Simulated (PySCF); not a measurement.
# CH6NPSi

The system: CH6NPSi, a carbene (divalent C1, bonded to 1 N + 1 P); neutral, triplet. The structure, one conformer, was relaxed in the gas phase by PBE0-D3(BJ)/def2-SVP. No frequency run checks that it is a minimum.

This triplet is an excited state: in a carbene with lone-pair donors on the centre (N, P) the singlet is known to lie well below it (the gap isn't computed here), so the molecule in its ground state shows no EPR spectrum.

SMILES: N[C]P[SiH3]

```
atom   x (Å)   y (Å)   z (Å)
  C1  -1.302   0.539  -0.168
  N2  -2.072  -0.570   0.013
  P3   0.155   0.700  -1.187
 Si4   1.738  -0.026   0.279
  H5  -2.881  -0.689  -0.595
  H6  -2.282  -0.827   0.974
  H7   0.391   2.091  -0.977
  H8   1.547  -1.500   0.433
  H9   3.108   0.228  -0.269
 H10   1.618   0.622   1.621
```

EPR values by unrestricted B3LYP, IGLO-III on C N P Si, pcH-1 on H.

Predict g and the largest hyperfine couplings. Where does the spin sit?

g = 2.0014, 2.0021, 2.0028. The zero-field splitting dominates the spectrum: D = 0.43 cm⁻¹, |E| = 0.03 cm⁻¹ (spin-spin and spin-orbit parts, DFT, rough). The spin sits on C1 (77 %, bonded to 1 N + 1 P) by Mulliken populations.
| atom | isotope | isotropic (MHz) | dipolar, principal values (MHz) |
| --- | --- | --- | --- |
| C1 | 13C | 204.6 | -63.4, 14.2, 49.2 |
| P3 | 31P | 70.4 | -42.7, -31.4, 74.2 |
| Si4 | 29Si | -74.6 | -12.2, 5.7, 6.5 |
| H5 | 1H | 57.7 | -8.5, -4.9, 13.4 |
| H6 | 1H | 39.5 | -8.9, -5.0, 13.9 |
| H7 | 1H | 18.0 | -3.8, -2.4, 6.2 |

How do the isotropic couplings move with BHandHLYP?

C1 204.6 to 233.0 MHz, P3 70.4 to 41.3 MHz, Si4 -74.6 to -70.3 MHz, H5 57.7 to 57.3 MHz.

The 2 runs behind this took 57 s in all, one thread each of Intel Xeon 6975P-C on a shared host, launched as `OMP_NUM_THREADS=1 python cluster_run.py task.json out`.
